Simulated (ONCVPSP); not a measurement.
# Before and after: ONCV potential for neodymium

Nd (Z = 60), optimised norm-conserving Vanderbilt (ONCV), made with ONCVPSP 4.0.1 (PBE, scalar-relativistic). Core [Kr] 4d10 4f3, reference 5s2 5p6 5d1 6s1 (charge +1). Waves: 5s+6s: rc 2.60 bohr, ncon 4, nbas 8, qcut 6 1/bohr, 2 projectors; 5p: rc 2.05 bohr, ncon 4, nbas 7, qcut 6 1/bohr, 2 projectors, debl 3 Ha; 5d: rc 2.45 bohr, ncon 4, nbas 9, qcut 3.5 1/bohr, 2 projectors, debl 3 Ha. Local part: polynomial inside 1.45 bohr (lpopt 5, dvloc0 0 Ha). Core correction: Teter function, fcfact 2.75, rcfact 1.3.

Change: d: rc 1.78.

Cutoffs: the cutoffs (Ha) at which the residual kinetic energy of the hardest occupied pseudo-wave falls to 1 and 0.1 mHa per electron; they do not see the model core or the augmentation charge, which bear on the density cutoff. Errors are all-electron minus pseudo energies relative to the spin-unpolarised reference configuration.

Question: Predict the effect on cutoff, ghosts and configuration errors.

Answer: The potential gets softer (13 Ha and 31 Ha → 13 Ha and 16 Ha); the errors of the 4 common tests hardly move; neither file shows a bound ghost.

| quantity | base | changed |
| --- | --- | --- |
| cutoff, loose | 13 Ha | 13 Ha |
| cutoff, tight | 31 Ha | 16 Ha |
| loose cutoff by channel | s 9.6 Ha, p 13 Ha, d 7.1 Ha | s 9.6 Ha, p 13 Ha, d 7.0 Ha |
| bound ghosts | none | none |
| GHOST(+) flags under 300 eV | s at 27.9 eV | s at 27.9 eV |
| error for 5s2 5p6 5d1 6s2, meV [ΔE -6.26 eV] | +3.4 | +3.4 |
| error for 5s2 5p6 5d1 6s0, meV [ΔE 11.43 eV] | +1.5 | +1.5 |
| error for 5s2 5p6 5d0 6s0, meV [ΔE 30.93 eV] | -28 | -32 |
| error for 5s2 5p6 5d1.5 6s1.5, meV [ΔE -5.74 eV] | -1.3 | -1.5 |
| s: phases at 2.63 bohr within 0.05 rad from the reference energy up to (Ha; the scan ends near 5) | 1.0 | 1.0 |
| p: phases at 2.09 bohr within 0.05 rad from the reference energy up to (Ha; the scan ends near 5) | to the end of the scan | to the end of the scan |
| rms error of d²Exc/dni dnj with the model core, mHa | 0.78 | 0.77 |
